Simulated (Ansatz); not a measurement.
System: AlH, charge 0, singlet. AlH (SMILES [AlH]).
B3LYP-D3(BJ)/def2-TZVP minimum from Ansatz (a quantum-chemistry and plane-wave program):
```xyz
2

Al     0.0000     0.0000    -0.1187
H      0.0000     0.0000     1.5432
```

Total energies in cc-pV(5+d)Z, 4 correlated electrons, 5 frozen orbitals. Open shells are spin-unrestricted; no spin-orbit coupling. Correlated methods leave the cores frozen. No relativity. The restricted determinant of HAl ([AlH], singlet) is unstable towards broken spin symmetry in at least one set run.

```json
[
 {"method": "HF", "program": "Ansatz", "energy (Eh)": "-242.46447", "error against FCI (mEh)": "87.51"},
 {"method": "MP2", "program": "Ansatz", "energy (Eh)": "-242.53208", "error against FCI (mEh)": "19.89"},
 {"method": "CCSD", "program": "Ansatz", "energy (Eh)": "-242.54993", "error against FCI (mEh)": "2.05"},
 {"method": "CCSD(T)", "program": "Ansatz", "energy (Eh)": "-242.55156", "error against FCI (mEh)": "0.41"},
 {"method": "CCSDT(Q)", "program": "Ansatz", "energy (Eh)": "-242.55197", "error against FCI (mEh)": "0.01"},
 {"method": "FCI", "program": "Ansatz", "energy (Eh)": "-242.55198", "error against FCI (mEh)": "0.00"}
]
```

Rough core times of Ansatz's runs on a shared machine: CCSD(T) under 20 s, CCSDT(Q) 60 s, FCI 6 min.
